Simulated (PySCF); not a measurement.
A GIAO shielding run with PySCF (density fitting, non-relativistic, gas phase) on SMILES COC[Si]1(CCl)COC1, C5H11ClO2Si:

```
$ OMP_NUM_THREADS=1 python probes_run.py task.json out

{"job": {"kind": "nmr", "xc": "PBE0", "basis": "pcSseg-1"}, "charge": 0, "multiplicity": 1}
C      3.126725     0.370785     0.611981
O      1.723148     0.428897     0.635070
C      1.116863    -0.350411    -0.377598
Si    -0.753256    -0.051101    -0.141797
C     -1.048348     1.835584    -0.021295
Cl    -0.574471     2.562638    -1.583426
C     -2.031948    -1.061095    -1.165061
O     -2.567079    -1.681523     0.011900
C     -1.757819    -1.156956     1.072827
H      3.520532     0.732067    -0.345925
H      3.480089     1.012285     1.416633
H      3.483413    -0.653527     0.776099
H      1.397301    -1.406596    -0.268165
H      1.462146    -0.022384    -1.367665
H     -0.421750     2.294926     0.739129
H     -2.085838     2.112647     0.150888
H     -1.649408    -1.822910    -1.849627
H     -2.815594    -0.502972    -1.681866
H     -1.220746    -1.968299     1.570559
H     -2.389107    -0.661378     1.814304
```

Hardware: 1 thread of an Intel Xeon, shared host. The job also computes population analyses, field gradients, ring-centre shieldings.

**Question.** How large is the calculation?

**Answer.** 88 electrons, 222 basis functions and 1197 auxiliary functions.

**Question.** How long does it take, and how much memory does it need?

**Answer.** 2 min of wall time, with 14 SCF cycles and 4 response iterations; peak memory 1.1 GiB. Times on a shared host scatter by some tens of per cent.
